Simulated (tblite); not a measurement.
C₇H₁₂OSi.
Numbering: `[CH3:1][C@@H:2]1[CH2:3][Si@H:4]([CH2:5][C:6]2=[CH:7][CH2:8]2)[O:9]1` (hydrogens: H10, H11, H12 on C1; H13 on C2; H14, H15 on C3; H16 on Si4; H17, H18 on C5; H19 on C7; H20, H21 on C8)

Geometry (GFN2-xTB, Å), atoms numbered from 1 in this order:
```xyz
21
C7H12OSi angstrom
C     -1.797    1.315   -0.683
C     -2.007   -0.079   -0.133
C     -1.287   -0.367    1.190
Si    -0.383   -1.703    0.177
C      1.483   -1.519   -0.190
C      1.886   -0.118   -0.271
C      2.106    0.985   -0.925
C      2.290    1.061    0.565
O     -1.364   -1.053   -0.983
H     -2.267    2.046   -0.029
H     -0.731    1.521   -0.752
H     -2.231    1.395   -1.676
H     -3.072   -0.326   -0.100
H     -0.709    0.478    1.550
H     -1.946   -0.705    1.982
H     -0.730   -3.090    0.484
H      1.693   -2.021   -1.135
H      2.047   -2.024    0.594
H      2.166    1.538   -1.828
H      3.290    1.103    0.987
H      1.554    1.580    1.174
```

Method: GFN2-xTB as coded in tblite; computed harmonic values from a numerical Hessian at the method's own geometry, unscaled. This tight-binding method is rough: wavenumbers can miss measured ones by several per cent, in bad cases by 10 to 20. Modes of hydrogen on silicon can be 10 to 20 % off. One conformer, not necessarily the lowest.

Harmonic wavenumbers (cm⁻¹): 35.9, 56.6, 72.7, 109.6, 147.8, 213.8, 226.9, 315.4, 338.3, 394.5, 424.5, 529.3, 568.8, 640.3, 650.8, 715.5, 734.3, 754.5, 768.6, 801.5, 871.9, 902.0, 930.0, 946.5, 978.4, 996.6, 1026.6, 1055.4, 1068.9, 1084.6, 1115.1, 1127.4, 1164.8, 1176.5, 1194.3, 1229.8, 1258.4, 1316.4, 1396.8, 1444.0, 1459.6, 1474.1, 1492.5, 1505.0, 1883.0, 2267.7, 2929.8, 2969.5, 2977.8, 2992.1, 2999.4, 3031.3, 3036.0, 3037.6, 3039.1, 3042.7, 3240.3.

A = 1998, B = 1115, C = 886.1 MHz; mass 140.066 u (most abundant isotopes); point group C1, symmetry number 1.

Problem. What is the zero-point energy?

Solution. Half the sum of the wavenumbers: 37081 cm⁻¹ = 106.02 kcal/mol.

Problem. Entropy at 400 K, 1 bar (ideal gas, RRHO, classical rotation)?

Solution. Translation 42.21, rotation 30.35, vibration 44.51: S = 117.1 cal/(mol K).

Problem. And Cp and H(400 K) − H(0)?

Solution. Cp = 53.19 cal/(mol K), of which vibrations give 45.24 (their classical limit is 57 R = 113.3); H(400 K) − H(0) = 12.21 kcal/mol without the zero-point energy, 9.03 from vibrations.

Problem. How do the functions run with temperature in this model?

Solution. 
| T (K) | S (cal/(mol K)) | Cp (cal/(mol K)) | H − H(0) (kcal/mol) | G − H(0) (kcal/mol) | ln q(vib) |
| --- | --- | --- | --- | --- | --- |
| 150 | 81.4 | 24.6 | 2.52 | -9.69 | 3.91 |
| 250 | 96.4 | 35.7 | 5.51 | -18.59 | 6.79 |
| 298.15 | 103.2 | 41.5 | 7.37 | -23.40 | 8.16 |
| 600 | 142.2 | 70.8 | 24.72 | -60.60 | 16.69 |
| 900 | 174.3 | 87.3 | 48.64 | -108.24 | 24.76 |

q(vib) and H(0) count from the zero-point level.

Problem. What must be added to the electronic energy to get the Gibbs energy at 400 K and 1 bar?

Solution. ZPE + [H(400 K) − H(0)] − T·S = 106.02 + 12.21 − 46.83 = 71.40 kcal/mol.

Problem. Blend soft modes into free rotors: weight 1/[1 + (100 cm⁻¹/ν̃)⁴] for the oscillator and the rest for a rotor with moment μB/(μ + B), μ = h/(8π²ν), B = 10⁻⁴⁴ kg m². What vibrational entropy results?

Solution. 39.99 cal/(mol K) in place of 44.51, which changes −T·S at 400 K by +1.81 kcal/mol.

Hindered rotation and anharmonicity are outside this model. Other conformers, if any are populated, would add a mixing term that is left out. The structure is chiral; the term R ln 2 for an equal mix with its mirror image is left out.
